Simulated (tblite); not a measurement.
Start geometry of `C=C[Si@@H](CO[SiH3])C(F)(F)F` from a force field or distance geometry (Å):
```
atom  x, y, z in Å
C1    -1.0976   -2.5862    0.9269
C2    -1.4072   -1.3420    0.5287
Si3   -0.1691    0.0295    0.5514
C4    -0.2666    1.0751   -1.0119
O5     0.4660    0.4696   -2.0171
Si6    2.1040    0.3258   -1.5402
C7    -0.7079    1.1935    1.9348
F8     0.2733    1.1230    2.9104
F9    -1.8970    0.7779    2.4559
F10   -0.8568    2.4860    1.4677
H11   -0.1168   -2.8745    1.2808
H12   -1.8981   -3.3347    0.8888
H13   -2.4358   -1.1364    0.2035
H14    1.1952   -0.4467    0.7075
H15   -1.2960    1.3397   -1.2947
H16    0.2761    2.0104   -0.7489
H17    2.4165    1.4172   -0.5920
H18    2.3686   -0.9732   -0.9097
H19    3.0393    0.4552   -2.6888
```

Q: What comes out of this run: GFN2-xTB geometry optimisation, gas phase (tblite 0.8.0)?

A: 
```
atom  x, y, z in Å
C1    -0.635   -2.512    0.354
C2    -1.148   -1.359    0.765
Si3   -0.155    0.218    0.991
C4     0.001    1.209   -0.641
O5     0.565    0.453   -1.677
Si6    2.075   -0.083   -1.883
C7    -1.232    1.368    2.141
F8    -1.476    0.825    3.350
F9    -2.441    1.651    1.612
F10   -0.643    2.558    2.379
H11    0.416   -2.624    0.147
H12   -1.243   -3.391    0.205
H13   -2.216   -1.312    0.955
H14    1.121    0.084    1.700
H15   -0.991    1.522   -0.990
H16    0.591    2.121   -0.488
H17    3.041    1.019   -1.869
H18    2.455   -1.022   -0.819
H19    1.907   -0.714   -3.179
```

The energy falls by 27.6 kcal/mol over 205 L-BFGS steps, the largest force on an atom goes from 2.42 to 0.010 eV/Å, and the atoms move by 0.968 Å rms after alignment. The bond that changes most is O5–Si6 (silyl ether oxygen to oxygen-bound silicon), which shortens by 0.096 Å. Bonds longer at the end by more than 0.005 Å: 5 of 18; shorter: 10. Among the angles that change most is C4–O5–Si6, from 109.9° to 130.5°. Among the dihedrals that turn most is C1–C2–Si3–H14, from 15° to -46°. Rotational constants go from 1219, 658.7, 527.5 to 1471, 530.0, 442.5 MHz. The orientation of the end geometry is arbitrary; only internal coordinates are fixed.

Hardware: one thread of an Intel Xeon at 2.50 GHz, shared host with 64 logical CPUs at a one-minute load of 61. Cost: 7.3 s.

GFN2-xTB frequencies show an imaginary mode (26i cm⁻¹), so the point is no minimum at that level.

These are computed values.
